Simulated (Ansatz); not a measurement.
`P[TeH]` + `[NH2][ZnH]` → `P[NH][ZnH]` + H₂Te at 600 K and 1 bar (ligand exchange at a P–Te bond).

Program: Ansatz. Geometries: PBE0-D4/def2-TZVP. ΔE: electronic, gas phase. CCSD(T)/CBS adds triple-zeta CCSD(T) − MP2 to the extrapolated MP2 energy (def2 sets, frozen cores). Elements past krypton have def2 core potentials. For Te, Zn outer-core shells are correlated without core-valence functions, which leaves a few kJ/mol of doubt a bond. Scalar relativity is left out up to krypton. One conformer a species, not always the lowest.

| species | CCSD(T)/CBS energy (Eh) | H − E (kJ/mol) | S (J/(mol·K)) |
| --- | --- | --- | --- |
| `P[TeH]` | -610.46278 | 98.4 | 337.9 |
| `[NH2][ZnH]` | -1834.88092 | 113.5 | 307.4 |
| `P[NH][ZnH]` | -2176.41496 | 150.5 | 378.9 |
| H₂Te | -268.91024 | 52.9 | 255.0 |

H − E and S are ideal-gas, rigid-rotor, harmonic terms from PBE0-D4/def2-TZVP, for one conformer and one mirror image of each species. 1 Eh = 2625.50 kJ/mol, R = 8.31446 J/(mol·K).

Task: By hand: ΔE, ΔH, ΔS and ΔG.

Result: ΔE = (-2176.41496) + (-268.91024) − (-610.46278) − (-1834.88092) = 0.01850 Eh = 48.6 kJ/mol. Δ(H − E) = 150.5 + 52.9 − 98.4 − 113.5 = -8.5, so ΔH = 40.1 kJ/mol. ΔS = 378.9 + 255.0 − 337.9 − 307.4 = -11.4 J/(mol·K). ΔG = 40.1 − 600 × (-11.4)/1000 = 46.9 kJ/mol.

Task: By hand: the equilibrium constant, and the temperature at which ΔG would vanish if ΔH and ΔS stayed fixed.

Result: log₁₀ K = −ΔG/(RT ln 10) = -4.1. ΔH and −TΔS have one sign here, so there is no such temperature.

The number of gas molecules stays the same, so ΔS is small and ΔH decides. A doubt of 5 kJ/mol in ΔE shifts log₁₀ K by 0.4 here. Other conformers and mirror images would add mixing entropy, several J/(mol·K) or more a flexible species. These are equilibria of isolated gas molecules and say nothing of rates. Largest T1 diagnostic: 0.016 (customary marks: 0.02 for closed shells, 0.045 for open ones).

ΔS is within the doubt of such terms, so its sign, and with it that verdict, could turn.
